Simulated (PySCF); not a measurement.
C2H8O2Si2, SMILES C[C@H]1O[Si@H](O)[SiH2]1. Heavy atoms are numbered as in [CH3:1][C@H:2]1[O:3][Si@H:4]([OH:5])[SiH2:6]1. Hydrogens are named by the atom that carries them.

Coordinates come from a ωB97X-D3(BJ)/def2-SVP optimisation. The structure was generated by enumeration; whether it is a known compound was not checked. One conformer was computed; it need not be the lowest.

All values below come from PBE/def2-TZVP (PySCF).

ESP charges are fitted to the potential on shells at 1.4 to 2.0 van der Waals radii. Atomic charges (e), one atom of each kind:

| atom | Löwdin | IAO | Mulliken | ESP fit |
|---|---|---|---|---|
| C1 (CH3) | -0.32 | -0.43 | -0.36 | -0.60 |
| C2 (CH) | -0.45 | -0.15 | 0.05 | 0.43 |
| O3 | 0.09 | -0.64 | -0.30 | -0.43 |
| Si4 (SiH) | -0.03 | 1.03 | 0.41 | 0.53 |
| O5 (OH) | -0.10 | -0.76 | -0.46 | -0.59 |
| Si6 (SiH2) | 0.20 | 0.30 | -0.03 | -0.21 |
| H on C1 | 0.13 | 0.15 | 0.11 | 0.16 |
| H on C2 | 0.13 | 0.14 | 0.08 | 0.01 |
| H on Si4 | -0.03 | -0.13 | -0.03 | -0.05 |
| H on O5 | 0.17 | 0.37 | 0.31 | 0.41 |
| H on Si6 | -0.03 | -0.09 | -0.01 | 0.01 |

**Question.** Give the Mayer and Wiberg (Löwdin basis) orders of the bonds. (The exact figures need the calculation; the answer reports its results.)

**Answer.** 
```tsv
bond	Mayer	Wiberg
C1–C2	1.01	1.31
C2–O3	0.94	1.37
O3–Si4	1.15	1.48
Si4–O5	1.25	1.72
C2–Si6	0.93	1.05
Si4–Si6	0.92	1.03
```
